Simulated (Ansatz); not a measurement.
Computed with Ansatz on PBE0-D4/def2-TZVP structures; ΔE is electronic, products minus reactants. CBS: MP2 limit from def2 TZ/QZ plus the TZ coupled-cluster correction, frozen cores. DFT in def2-TZVPP. HSE06 is defined as in plane-wave codes. For Br outer-core shells are correlated without core-valence functions, which leaves a few kJ/mol of doubt a bond. Scalar relativity is left out up to krypton. Each species was taken in one conformer, which may not be the lowest.

Consider the formal exchange of groups at a B–C bond: `CB1C[SiH2]1` + `N=CBr` → `BrB1C[SiH2]1` + `CC=N`.

**Question.** Is it downhill or uphill in electronic energy at CCSD(T)/CBS, and by how much? (Estimate.)

**Answer.** Computed: Downhill: ΔE = -94.4 kJ/mol.

**Question.** What do these levels give: revPBE-D4, r2SCAN0-D4, PBE-QIDH, revPBE, BLYP, PBE0, HSE06, CAM-B3LYP, MP2/def2-SVP, MP2/def2-TZVPP, HF/def2-QZVPP, CCSD/CBS(def2)? (Best estimate.)

**Answer.** The calculation gave: revPBE-D4 -78.8, r2SCAN0-D4 -90.2, PBE-QIDH -94.3, revPBE -79.4, BLYP -77.9, PBE0 -87.4, HSE06 -87.3, CAM-B3LYP -88.3, MP2/def2-SVP -104.8, MP2/def2-TZVPP -94.6, HF/def2-QZVPP -102.7, CCSD/CBS(def2) -96.3 kJ/mol.

Largest T1 diagnostic among the species: 0.013.

From PBE to PBE0 (25 % exact exchange), in def2-TZVPP and without D4, ΔE moves by −7.6 kJ/mol. In def2-TZVPP, CCSD(T) changes the Hartree–Fock value by +9.9 kJ/mol (the triples alone add +2.0 kJ/mol) and MP2 by +8.7 kJ/mol. At CCSD(T), def2-SVP lies −10.0 kJ/mol from the extrapolated value and def2-TZVPP +0.9 kJ/mol.
